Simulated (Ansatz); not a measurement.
The same path of F₂GeH₂S (6 atoms, charge 0, multiplicity 1) was run 3 times with different band settings. The coordinate that changes most is the dihedral F3–Ge2–S4–H6.

Theory: RHF/def2-SVP (Ansatz 0.2.0).

Relaxed end points:

```xyz
6
Properties=species:S:1:pos:R:3
F 1.718 -0.055 -0.562
Ge 0.175 -0.519 0.011
F -0.667 -0.870 -1.435
S -0.779 1.149 1.058
H 0.294 -1.768 0.854
H -0.699 1.998 0.028
```

```xyz
6
Properties=species:S:1:pos:R:3
F 1.670 -0.042 -0.731
Ge 0.112 -0.463 -0.167
F -0.626 -1.289 -1.465
S -1.092 1.339 0.166
H 0.295 -1.412 0.998
H -0.317 1.803 1.153
```

Common settings: movable images 7; climbing image yes; optimiser quadratic models (default); start path through a guess of the saddle point; force threshold 0.05 eV/Å; end points relaxed.

| run | spring | iteration limit |
| --- | --- | --- |
| 1 | 5.0 eV/Å² | 60 |
| 2 | 20.0 eV/Å² | 60 |
| 3 | 5.0 eV/Å² | 10 |

Task: What does each run give, and how far can it be trusted?

Result: Run 1: converged after 6 iterations, highest image 0.046 eV above the first end. The top lies less than 8 meV above the higher end, about what the thresholds resolve: that end is a shoulder or a very shallow well. A vibrational analysis at the climbing image gives one clearly imaginary mode, 104i cm⁻¹: a first-order saddle point.
Run 2: converged after 6 iterations, highest image 0.046 eV above the first end. The top lies less than 8 meV above the higher end, about what the thresholds resolve: that end is a shoulder or a very shallow well. Another band between the same ends (7 images) ends at a top of the same energy, where a vibrational analysis finds 1 clearly imaginary mode.
Run 3: converged after 6 iterations, highest image 0.046 eV above the first end. The top lies less than 8 meV above the higher end, about what the thresholds resolve: that end is a shoulder or a very shallow well. Another band between the same ends (7 images) ends at a top of the same energy, where a vibrational analysis finds 1 clearly imaginary mode.
